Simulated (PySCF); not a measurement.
Computed IR spectrum (relative IR intensity) of a molecule C3H9Al. The structure is a stationary point at PBE-D3(BJ)/def2-SVP. One conformer was computed; it need not be the lowest. Level of theory: PBE-D3(BJ)/def2-SVP (PySCF). Frequencies are harmonic and unscaled.

Lines under 2 % of the strongest are left out, and lines within 2 cm⁻¹ are merged.

ν (cm⁻¹): 347 (w), 504 (w), 600 (m), 645 (m), 657 (s), 743 (vs), 890 (vw), 927 (w), 1020 (w), 1162 (w), 1169 (w), 1346 (vw), 1431 (vw), 1834 (vs), 2933 (w), 2954 (m), 2971 (w), 3029 (w), 3040 (vw), 3043 (w), 3067 (vw) (against the strongest line: vs over 80 %, s over 45 %, m over 15 %, w over 4 %, vw less)

Identify the compound among the candidates.
A) C[CH2][AlH][CH3]
B) CC[CH2][AlH2]
C) [CH3][Al]([CH3])[CH3]

A, C[CH2][AlH][CH3]
